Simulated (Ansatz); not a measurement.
FGeH4N, SMILES `[NH2][GeH2][F]`, charge 0, multiplicity 1.

Question: Give a relaxed structure at PBE0-D4/def2-TZVP (Ansatz 0.2.0). (An estimate is asked.)

Answer: Ansatz gave: 
Z-matrix (Å, degrees):
```
Ge
F 1 1.752
N 1 1.811 2 111.5
H 1 1.530 2 105.1 3 -118.3
H 1 1.530 2 105.1 3 118.3
H 3 1.009 1 116.2 2 65.7
H 3 1.009 1 116.2 2 -65.7
```
Point group Cs.
